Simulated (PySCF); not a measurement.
Which level of theory gave which numbers?

C5H4O3.
SMILES: `O=C(O)C1=COC=C1`

The closed-shell ground state was solved 7 times with PySCF (density fitting, gas phase), always in the pcSseg-1 basis (156 functions), with these functionals: B97-2, BHandHLYP, CAM-B3LYP, HF, LDA, PBE0 and wB97X-D. Isolated species at its PBE0-D3(BJ)/def2-SVP geometry (one conformer only).

```csv
row,total energy (Eh),HOMO (eV),LUMO (eV),dipole (D)
P,-418.1039,-7.21,-0.97,1.95
Q,-418.4170,-6.96,-1.03,1.96
R,-418.3951,-8.48,0.19,1.94
S,-418.3269,-8.08,0.10,2.02
T,-418.4218,-9.04,0.81,1.96
U,-415.2438,-6.38,-2.16,1.92
V,-416.1869,-9.28,2.88,2.10
```

Which functional belongs to which row?

P = PBE0, Q = B97-2, R = CAM-B3LYP, S = BHandHLYP, T = wB97X-D, U = LDA, V = HF. By rising HOMO–LUMO gap: LDA (LDA) 4.22 eV; B97-2 (global hybrid, 21 % exact exchange) 5.93 eV; PBE0 (global hybrid, 25 % exact exchange) 6.24 eV; BHandHLYP (global hybrid, 50 % exact exchange) 8.18 eV; CAM-B3LYP (range-separated hybrid) 8.67 eV; wB97X-D (range-separated hybrid) 9.85 eV; HF (all exact exchange) 12.16 eV. Total energies of different functionals aren't bounds to one another; each is stationary for its own functional.

The values belong to the conformer `[O:1]=[C:2]([OH:3])[c:4]1[cH:5][cH:6][o:7][cH:8]1`: O1–C2–C4–C5 -179°, H–O3–C2–O1 0°.

Note: wB97X-D ran without an empirical dispersion term, which enters the total energy and its gradient alone.
